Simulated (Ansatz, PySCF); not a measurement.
System: Cl2Mg, singlet: symmetric bend, bond length relaxed. Scanned: Cl-Mg-Cl angle. Other coordinates (Mg-Cl bond length) were minimised at B3LYP/def2-TZVP. Each profile is relative to its own lowest point.

```
a / °      A      B      C
-----  -----  -----  -----
180      0.0    0.0    0.0
167      2.3    2.4    2.8
157      7.2    7.7    8.5
147     15.0   16.2   17.4
137     25.7   28.2   29.5
127     39.9   44.1   45.0
117     58.1   65.0   64.4
107     81.4   92.3   88.8
97     112.2  128.9  120.7
87     155.0  180.6  165.4
80     196.8  231.3  209.3
```

Energies in kJ/mol.

Question: Assign the columns to these levels of theory: PBE/def2-TZVP (PySCF); RHF/aug-cc-pVQZ (Ansatz, a program for electronic structure); restricted B3LYP/6-311+G**, spherical d in PySCF.

Answer: A is PBE; B is RHF/aug-cc-pVQZ; C is RKS-B3LYP/6-311+G**.
